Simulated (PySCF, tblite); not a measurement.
Isomers of C4H8F3OP, one GFN2-xTB conformer each. Single-point energies are computed at PBE0/pcSseg-1 (PySCF, gas phase, no added dispersion term), electronic only.

Task: Rank them by PBE0/pcSseg-1 energy, lowest first (kJ/mol).
A. `[CH3:1][CH2:2][P@:3]([CH3:4])(=[O:5])[C:6]([F:7])([F:8])[F:9]` with C1–C2–P3–C4 76°
B. `[CH3:1][CH2:2][P@H:3](=[O:4])[CH2:5][C:6]([F:7])([F:8])[F:9]` with C1–C2–P3–O4 -57°, C2–P3–C5–C6 -178°

Result: A (0.0), B (10.9).

GFN2-xTB itself gives, in the same order: 17.1, 0.0. GFN2-xTB puts CC[P@H](=O)CC(F)(F)F lowest instead.

Task: Which frontier levels, dipoles and rotational constants go with these structures?

Result: 
```tsv
SMILES	HOMO (eV, PBE0/pcSseg-1)	LUMO (eV)	dipole (D)	A, B, C (MHz)
CC[P@](C)(=O)C(F)(F)F	-8.23	0.66	4.25	2014, 1023, 961.5
CC[P@H](=O)CC(F)(F)F	-8.08	0.82	5.16	3278, 721.1, 679.9
```

Task: What happens when harmonic zero-point energies from GFN2-xTB frequencies are added?

Result: 
```tsv
SMILES	ZPE (kJ/mol)	electronic (kJ/mol)	with ZPE (kJ/mol)
CC[P@](C)(=O)C(F)(F)F	312.8	0.0	0.0
CC[P@H](=O)CC(F)(F)F	313.0	10.9	11.0
```

The zero-point energies span 0.2 kJ/mol. The order is unchanged.
